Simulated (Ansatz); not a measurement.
The first iterations of a band of C$_{2}$H$_{4}$BClO (9 atoms, charge 0, multiplicity 1).

The calculation used RKS PBE/def2-SVP in Ansatz.

```yaml
movable_images: 7
climbing_image: yes
spring: 5.0 eV/Å²
optimiser: quadratic models (default)
start_path: IDPP
force_threshold: 0.05 eV/Å
iteration_limit: 60
end_points: relaxed
```

First end point:

```xyz
9
Properties=species:S:1:pos:R:3
B -0.247 1.755 -0.608
O -0.179 0.689 0.246
C 0.125 -0.614 0.006
C 0.156 -1.510 1.008
Cl 0.468 -1.069 -1.648
H -0.549 2.803 -0.075
H -0.018 1.633 -1.791
H -0.067 -1.173 2.030
H 0.400 -2.560 0.814
```

Last end point:

```xyz
9
Properties=species:S:1:pos:R:3
B -0.553 1.590 -0.090
O 0.611 0.873 -0.047
C 0.692 -0.477 -0.237
C 0.033 -1.399 0.485
Cl 1.817 -0.886 -1.499
H -0.448 2.770 0.171
H -1.595 1.033 -0.377
H -0.647 -1.083 1.288
H 0.179 -2.468 0.289
```

| iteration | highest image above the first end (eV) | largest band force component (eV/Å) |
| --- | --- | --- |
| 1 | 0.205 | 1.170 |
| 2 | 0.121 | 0.790 |

Question: Does the band converge within its limit, and where does its top end?

Answer: The run converged. It ended after 5 iterations with the highest image 0.074 eV above the first end. A vibrational analysis at the climbing image gives one clearly imaginary mode, 66i cm⁻¹: a first-order saddle point.

Run time: 41 s on 2 threads of Intel(R) Xeon(R) Platinum 8488C (Sapphire Rapids) (shared host), peak memory 0.15 GiB.
